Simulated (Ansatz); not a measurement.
Consider the atomization: `CCOC[SiH3]` → 3 C• + 10 H• + O• + Si•.

Calculated with Ansatz (gas phase, PBE0-D4/def2-TZVP geometries, no zero-point term in ΔE). CBS: MP2 limit from def2 TZ/QZ plus the TZ coupled-cluster correction, frozen cores. This one scheme is used for every species, atoms too. For atomizations the MP2-based limit and the directly extrapolated one differ by several kJ/mol either way, and by 10 to 25 for some Ge, Se and Sn compounds, so smaller differences from it don't rank the levels. DFT in def2-TZVPP. B3LYP here is the variant with VWN-RPA as its local correlation; programs differ in this. No spin–orbit coupling; open shells (•) take unrestricted orbitals. Spin–orbit coupling would lower the free atoms: a little for C, O, Si. One conformer a species, not always the lowest.

CCSD(T)/CBS gives +1301.8 kcal/mol.

Question: Another level gave +1302.1 kcal/mol. Which?
A. CCSD(T)/def2-TZVPP
B. B3LYP/def2-TZVPP
C. r2SCAN-D4/def2-TZVPP
D. B2PLYP/def2-TZVPP

Answer: C. r2SCAN-D4 1302.1, B3LYP 1291.9, B2PLYP 1287.4, CCSD(T)/def2-TZVPP 1272.1 kcal/mol.

Largest T1 diagnostic among the species: 0.012.

From PBE to PBE0 (25 % exact exchange), in def2-TZVPP and without D4, ΔE moves by −14.9 kcal/mol: exact exchange takes away binding that semilocal exchange gives to molecules. In def2-TZVPP, CCSD(T) changes the Hartree–Fock value by +303.6 kcal/mol (the triples alone add +15.0 kcal/mol) and MP2 by +311.8 kcal/mol; breaking electron pairs costs correlation energy, which Hartree–Fock lacks.
